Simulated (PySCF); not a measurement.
CH3N2S, SMILES [NH]C(N)=S (connectivity only; charge and spin as stated), charge -1, multiplicity 1. Atoms are numbered in the order given.

```xyz
7

N      0.9177    -1.0218     0.9155
C      0.0243    -0.3206     0.2819
N     -1.3176    -0.6820     0.5060
S      0.2598     1.0346    -0.8057
H      1.8328    -0.6314     0.6953
H     -1.4080    -1.6460     0.8140
H     -1.9277    -0.4255    -0.2598
```
Charge -1, spin multiplicity 1.

Geometry: r2SCAN-D4/def2-SVPD. The multiplicity is an assumed one; other spin states were not compared. The isomer is the one that the SMILES or the coordinates give; other isomers of the formula were not compared. Other conformers were not sampled.

These are PySCF with PBE/def2-TZVPD values and carry that method's errors.

 A positive occupied level means that this level leaves the electron formally unbound; only the finite basis holds it.

### Question
Estimate the frontier levels, gap, dipole moment and polarisability. (An estimate is asked for; the answer gives what the named calculation found.)

### Answer

```yaml
highest_occupied_level: 0.34 eV
lowest_empty_level: 3.47 eV
orbital_gap: 3.13 eV
dipole_moment_about_the_centre_of_nuclear_charge: 2.80 D
mean_static_polarisability: 80.3 bohr³ (11.90 Å³)
polarisability_principal_values: 58.8, 85.7, 96.4 bohr³
```
